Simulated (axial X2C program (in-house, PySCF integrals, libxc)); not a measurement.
**BaF: nuclear properties from DFT to coupled cluster**

Calculated with an in-house all-electron X2C program for linear molecules (integrals from PySCF): two-component X2C with atomic mean-field Coulomb and Gaunt terms, Gaussian nuclei, basis Ba dyall-acv3z, F dyall-av3z with contracted cores.

R = 2.158 Å (near the PBE0 minimum at charge 0 of the determinant lowest at the starting distance; the state shown can have its own minimum elsewhere); state Ω = 1/2 (⟨Sz⟩ = 0.50, ⟨Lz⟩ = 0.00 at PBE0).

```json
{"level": "PBE0", "Eeff magnitude (GV/cm)": "5.68", "Ws magnitude Ba (kHz)": "7.21", "A∥/gI Ba (MHz)": "3630", "qzz Ba (a.u.)": "-2.56", "A∥/gI F (MHz)": "10.3", "μ (D)": "-2.90"}
{"level": "HF", "Eeff magnitude (GV/cm)": "6.53", "Ws magnitude Ba (kHz)": "8.42", "A∥/gI Ba (MHz)": "3010", "qzz Ba (a.u.)": "-2.93", "A∥/gI F (MHz)": "7.7", "μ (D)": "-2.28"}
{"level": "B3LYP", "Eeff magnitude (GV/cm)": "5.78", "Ws magnitude Ba (kHz)": "7.39", "A∥/gI Ba (MHz)": "3910", "qzz Ba (a.u.)": "-2.59", "A∥/gI F (MHz)": "13.5", "μ (D)": "-3.27"}
```

Eeff is the effective electric field on the electron electric dipole moment in this Ω state and Ws the scalar–pseudoscalar constant of the nucleus named (defined with the proton number Z and per Ω); A∥ (defined per Ω) follows by multiplying with gI = μI/(I μN); qzz is the electric field gradient, eQq0 = 234.96 MHz × Q/barn × qzz; μ is positive if the F end (last atom) is positive. The operators were transformed with the bare-nucleus X2C matrices; with these basis sets, hyperfine constants and field gradients can be off by tens of per cent, and where levels differ in sign neither size nor sign is settled.

Finite-field MP2, CCSD and CCSD(T), with 17 electrons correlated in 130 natural virtual spinors (MP2 remainder added):

| level | Eeff magnitude (GV/cm) | Ws magnitude Ba (kHz) | A∥/gI Ba (MHz) | qzz Ba (a.u.) | A∥/gI F (MHz) | μ (D) |
| --- | --- | --- | --- | --- | --- | --- |
| MP2 | 6.46 | 8.33 | 3690 | -2.48 | 13.3 | -3.26 |
| CCSD | 6.48 | 8.35 | 3630 | -2.59 | 12.8 | -3.17 |
| CCSD(T) | 6.41 | 8.27 | 3670 | -2.51 | 13.7 | -3.21 |

T1 = 0.015 (Lee–Taylor). One unrestricted determinant, the lowest of a limited PBE0 search, is the reference; the functionals treat spin collinearly. Correlation of the inner shells is missing, which matters for properties at the nucleus. Number of frozen shells: Ba 4 s, 3 p, 2 d; F 1 s.

**Question.** By how much does correlation change each value, CCSD(T) against HF?

**Answer.** Eeff magnitude -2 %; Ws magnitude Ba -2 %; A∥/gI Ba 22 %; qzz Ba -14 %; A∥/gI F 78 %; μ 41 %.
